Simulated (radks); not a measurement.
Neutral lutetium inside a hard spherical wall (all orbitals vanish at R), configuration held at [Xe] 4f14 5d1 6s2 and not refilled when levels cross. Calculated with a radial shooting solver on a logarithmic mesh with Libxc functionals: scalar-relativistic Kohn-Sham, LDA (Slater exchange, VWN5 correlation), spin-unpolarised, spherical densities, finite nucleus; Fermi nuclear charge, rms radius 5.37 fm. Eigenvalues in eV, with the zero of energy where the potential of the charges vanishes at infinity; a dash marks a level that is unbound or too diffuse for the functional's potential to be trusted. A positive occupied level is held by the wall or, in an anion where self-interaction has pushed it up, behind a barrier. The pressure on the wall is -dE/dV.

R (bohr)	E (hartree)	kinetic (hartree)	e(5p)	e(4f)	e(6s)	e(5d)	e(6p, empty)	e(7s, empty)	pressure (GPa)
free	-14552.6859	15892.665	-31.794	-9.819	-4.799	-1.918	-1.395	-0.119	0
20	-14552.6859	15892.665	-31.794	-9.819	-4.799	-1.918	-1.395	-0.027	< 0.0001
12	-14552.6856	15892.667	-31.765	-9.790	-4.780	-1.893	-1.331	0.850	0.00321
7	-14552.6558	15892.853	-30.644	-8.649	-3.841	-0.875	0.468	8.334	1.46
5	-14552.4484	15893.743	-27.648	-5.513	0.056	2.271	6.680	26.944	23.9
4	-14551.9503	15895.609	-24.041	-1.506	7.408	6.851	17.423	54.842	130
3.5	-14551.2949	15898.051	-20.738	2.317	15.897	11.447	29.057	82.592	358
3	-14549.8220	15903.548	-14.850	9.141	32.804	19.838	50.853	131.22	1160
2.5	-14546.0355	15917.304	-2.597	22.587	69.924	37.073	95.598	224.49	4560
2	-14534.5607	15956.248	27.946	51.677	161.46	78.223	199.36	426.89	23300
1.5	-14490.8717	16092.099	127.14	124.07	429.81	201.86	488.77	954.40	177000
